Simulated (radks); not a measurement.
The numbers below are computed, except where a source is named.
Ionisation of Be, [He] 2s2, to Be+, [He] 2s1, under several functionals. Scalar-relativistic Kohn-Sham, spin-polarised, spherical densities, finite nucleus; open shells are filled with parallel spins first; a radial shooting solver on a logarithmic mesh with Libxc functionals. The NIST Atomic Spectra Database gives 9.323 eV (measured). Rank these functionals by the error of their Delta-SCF ionisation energy: PW91; r2SCAN; LDA (Slater exchange, Perdew-Wang correlation); AM05; PBE; exchange-only B88; Wu-Cohen GGA.

Answer. From best to worst: PW91 9.050 eV (-0.273); LDA (Slater exchange, Perdew-Wang correlation) 9.030 eV (-0.293); PBE 8.998 eV (-0.324); AM05 8.888 eV (-0.435); Wu-Cohen GGA 8.875 eV (-0.448); r2SCAN 8.792 eV (-0.531); exchange-only B88 8.068 eV (-1.255).
